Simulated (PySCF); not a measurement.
C₄H₆BFO, SMILES FB1C(=O)CCC1. Atoms are numbered in the order given.

```xyz
13

O      1.9640     0.8924    -0.1047
C      0.9543     0.2212    -0.0703
C      0.8843    -1.2876     0.1830
C     -0.5375    -1.5589     0.7213
C     -1.4894    -0.5621     0.0051
B     -0.5896     0.6927    -0.2402
F     -0.9733     1.9162    -0.5492
H      1.7032    -1.6364     0.8305
H      1.0181    -1.7797    -0.8004
H     -0.8401    -2.6087     0.5905
H     -0.5576    -1.3596     1.8061
H     -1.7528    -0.9498    -1.0021
H     -2.4458    -0.3904     0.5227
```

Geometry: B3LYP-D3(BJ)/def2-SVP. The structure was generated by enumeration, and PubChem lists no compound with its InChIKey, so it may never have been made. Other conformers were not sampled.

These are PySCF with ωB97X/def2-TZVP values and carry that method's errors.

Isolated molecule, no solvent.

Computed frontier levels, gap, dipole moment and polarisability:
```yaml
highest_occupied_level: -9.16 eV
lowest_empty_level: -0.05 eV
orbital_gap: 9.11 eV
dipole_moment: 3.75 D
quadrupole, principal values (traceless, Buckingham form, about the centre of nuclear charge): -7.29, 0.21, 7.07 D·Å
mean_static_polarisability: 57.8 bohr³ (8.57 Å³)
polarisability_principal_values: 46.6, 60.3, 66.5 bohr³
```
